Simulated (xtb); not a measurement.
Si(F)2(OH)2 (F2H2O2Si), SMILES F[Si](O)(F)O. All values are semi-empirical tight-binding results from xtb (GFN2-xTB unless named), good for trends rather than for accurate numbers. The structure is a stationary point at GFN2-xTB. The values are those of a single conformer.

Problem. Estimate the properties. (An estimate is asked for; the answer gives what the named calculation found.)

Solution. 
* **orbital gap**: 10.84 eV
* **dipole moment**: 3.09 D
* **zero-point energy**: 20.6 kcal/mol
* **G − E(el) at 298.15 K (modified RRHO)**: 1.6 kcal/mol
* **static polarisability (D4 model)**: 50.9 bohr³
* **solvation energy, GFN2-xTB/ALPB(water)**: -10.1 kcal/mol
* **solvation energy, GFN2-xTB/ALPB(hexane)**: -0.4 kcal/mol
